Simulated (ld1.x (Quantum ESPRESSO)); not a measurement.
# u(r) = r·R(r): atom against pseudo-atom (Mo)

Columns: radius, all-electron u(r) and pseudo u(r) of the 4d shell (level -32.91 eV) of molybdenum in the configuration [Ar] 3d10 4s2 4p6 4d3 5s0 5p0; PBE, scalar-relativistic, TM scheme, ld1.x (Quantum ESPRESSO) 7.5.

| r (bohr) | all-electron | pseudo |
| --- | --- | --- |
| 0.085 | 0.1093 | -0.0015 |
| 0.170 | 0.3167 | -0.0113 |
| 0.255 | 0.4048 | -0.0367 |
| 0.340 | 0.3533 | -0.0821 |
| 0.425 | 0.2128 | -0.1486 |
| 0.510 | 0.0332 | -0.2339 |
| 0.595 | -0.1519 | -0.3325 |
| 0.680 | -0.3232 | -0.4369 |
| 0.765 | -0.4713 | -0.5390 |
| 0.850 | -0.5931 | -0.6317 |
| 0.935 | -0.6880 | -0.7097 |
| 1.020 | -0.7576 | -0.7699 |
| 1.105 | -0.8049 | -0.8119 |
| 1.190 | -0.8328 | -0.8368 |
| 1.275 | -0.8446 | -0.8468 |
| 1.360 | -0.8436 | -0.8445 |
| 1.445 | -0.8322 | -0.8325 |
| 1.530 | -0.8128 | -0.8129 |
| 1.615 | -0.7874 | -0.7874 |
| 1.700 | -0.7575 | -0.7575 |
| 1.785 | -0.7246 | -0.7246 |
| 1.870 | -0.6897 | -0.6897 |
| 1.955 | -0.6536 | -0.6536 |
| 2.040 | -0.6171 | -0.6171 |
| 2.125 | -0.5808 | -0.5808 |
| 2.210 | -0.5450 | -0.5450 |

Q: How many radial nodes do the two functions have?

A: The all-electron 4d function has n − l − 1 = 1; the pseudo-wave has 0, since the states of the same l below it are removed with the core.

Q: At about which radius was the pseudo-wave matched?

A: 1.70 bohr. The columns agree to 0.0005 from 1.45 bohr on; several derivatives are matched, so the curves merge somewhat inside the radius.

Q: Is the pseudo-wave norm-conserving?

A: Yes: the TM scheme keeps the norm inside the radius equal to the all-electron one, which fixes the energy derivative of the logarithmic derivative at the level.
